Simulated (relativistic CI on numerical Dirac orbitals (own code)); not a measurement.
One change at a time: Sn XXIII

Base calculation: Dirac-Coulomb-Breit CI, separate exchange-only KLI orbitals for each configuration, QED by a radiative potential, unscaled Slater integrals.

CI space (outside the closed core [Ne] 3s2): 3p6 3d10, 3p6 3d9 4s, 3p6 3d9 4p, 3p6 3d9 4d, 3p6 3d9 4f, 3p6 3d8 4s2, 3p5 3d10 4s, 3p6 3d8 4s 4p, 3p5 3d10 4p, 3p6 3d9 5s, 3p6 3d8 4p2, 3p6 3d9 5p, 3p6 3d8 4s 4d, 3p6 3d9 5d, 3p5 3d10 4d, 3p6 3d8 4p 4d. Levels of other configurations are missing.

The lowest level and the first level of each name with at least 55 % of one term (blank where a level has no safe partner in the second run):

| Level | Base (eV) | Shift (eV) |
| --- | --- | --- |
| 3p6 3d10 1S_0 | 0.000 | 0.000 |
| 3p6 3d9 4s 3D_3 | 444.561 | +0.063 |
| 3p6 3d9 4s 3D_1 | 453.480 | +0.332 |
| 3p6 3d9 4p 3P°_2 | 489.303 | -0.139 |
| 3p6 3d9 4p 3F°_2 | 498.494 | +0.161 |
| 3p6 3d9 4p 3F°_4 | 501.460 | +0.072 |
| 3p6 3d9 4p 1D°_2 | 502.986 | +0.044 |
| 3p6 3d9 4p 1P°_1 | 503.552 | +0.078 |
| 3p6 3d9 4p 3D°_3 | 504.237 | +0.046 |
| 3p6 3d9 4p 3P°_0 | 508.439 | +0.299 |
| 3p6 3d9 4p 3D°_1 | 511.548 | +0.306 |
| 3p6 3d9 4p 3D°_2 | 512.786 | +0.324 |
| 3p6 3d9 4d 3S_1 | 571.768 | +0.196 |
| 3p6 3d9 4d 3G_4 | 575.270 | +0.226 |

At this charge energies of transitions that change n are usually good to better than 1 %, and those within a shell (Δn = 0) to a few per cent.

Task: One thing was changed in a second run, which moved the levels as shown. Which?
A. Breit term removed
B. non-relativistic limit
C. QED terms removed
D. configuration mixing switched off

Result: A. Breit term removed. The Breit term mainly narrows fine-structure intervals, so removing it widens them.

LS names give the leading component of a level, which can be under half, so a name can repeat, a term be missing and a line seem to break the LS rules.
